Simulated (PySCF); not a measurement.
Species: C₄H₅ClF₂O.
Numbering: `[CH3:1][C@:2]1([C:3]([F:4])([F:5])[Cl:6])[CH2:7][O:8]1`

Definitions: NICS(0) = −σiso at the ring centroid; NICS(1) = −σiso and NICS(1)zz = −σzz at ±1 Å along the ring normal z. Level: GIAO PBE0/pcSseg-1 (PySCF, non-relativistic, gas phase) on the GFN2-xTB geometry, one conformer.

Ring bond lengths (Å), with Mayer bond orders in brackets: C2–C7 1.470 (1.01), C7–O8 1.401 (0.94), O8–C2 1.392 (0.92).

**Question.** What do the NICS probes read (ppm)?

**Answer.** 
```csv
ring,type,NICS(0),"NICS(1), two faces","NICS(1)zz, two faces",rms pucker (Å),"centre to ring atoms, mean (Å)"
C2–C7–O8,3-membered ring with O; formal bonds all single,-47.6,-6.4 / -6.6,-21.8 / -23.2,0.00,0.82
```

**Question.** What do they say, and how far can they be read as aromaticity?

**Answer.** 
- C2–C7–O8: mean NICS(1)zz -22.5 ppm, shielded. C2, C7 have four or more neighbours, so the value isn't read as a sign of a π ring current. NICS(0) lies 41 ppm below the mean NICS(1).

**Question.** How shielded are the nuclei of the rings and their hydrogens (means over atoms taken as equivalent)?

**Answer.** 
```csv
atoms,environment,σ isotropic (ppm),"principal values of the symmetric part, first atom (ppm)"
C2,sp3 carbon bound to oxygen,129.1,"83.8, 123.8, 179.7"
C7,sp3 carbon bound to oxygen,136.9,"96.6, 145.3, 168.8"
O8,epoxide oxygen,294.8,"134.7, 363.4, 386.4"
H on C7,methylene hydrogen,28.64,"22.8, 28.2, 34.9"
H on C7,methylene hydrogen,29.20,"23.7, 26.8, 37.1"
```

Conformer computed: `[CH3:1][C@:2]1([C:3]([F:4])([F:5])[Cl:6])[CH2:7][O:8]1`: C1–C2–C3–F4 -173°.
